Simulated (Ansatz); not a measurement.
Basis sets compared for CuB6⁻ (the lowest singlet isomer of a short search). Charge -1, multiplicity 1. Geometry PBE-D4/def2-SVPD. Ansatz on 4 threads of Intel Xeon Platinum 8259CL on a shared host; times are rough, and most runs start from earlier orbitals.

```csv
atom,x (Å),y (Å),z (Å)
Cu1,0.094,-2.646,-0.239
B2,0.165,-0.459,0.073
B3,-0.187,1.397,0.021
B4,-0.975,-1.236,-0.908
B5,-1.080,0.283,-0.812
B6,0.882,2.085,0.933
B7,1.102,0.577,0.934
```

The restricted singlet is unstable towards broken spin symmetry in Hartree–Fock (as tested in another run); at PBE-D4/def2-SVPD, PBE-D4/def2-TZVPD, PBE0-D4/def2-SVPD, PBE0-D4/def2-TZVPD this wasn't settled. The structure comes from a short search, and lower isomers may exist.

| level | functions | energy (Eh) | HOMO (eV) | LUMO (eV) | wall time |
| --- | --- | --- | --- | --- | --- |
| PBE-D4/def2-SVPD | 154 | -1788.6752 | -0.18 | 0.50 | 2.7 s |
| PBE0-D4/def2-SVPD | 154 | -1788.6776 | -0.86 | 1.12 | 3.9 s |

Task: Estimate the rows for PBE-D4/def2-TZVPD, PBE0-D4/def2-TZVPD.

Result: 
```
             level  functions  energy (Eh)  HOMO (eV)  LUMO (eV)  wall time
 PBE-D4/def2-TZVPD        270   -1789.0649      -0.22       0.46      6.5 s
PBE0-D4/def2-TZVPD        270   -1789.0591      -0.89       1.10       13 s
```
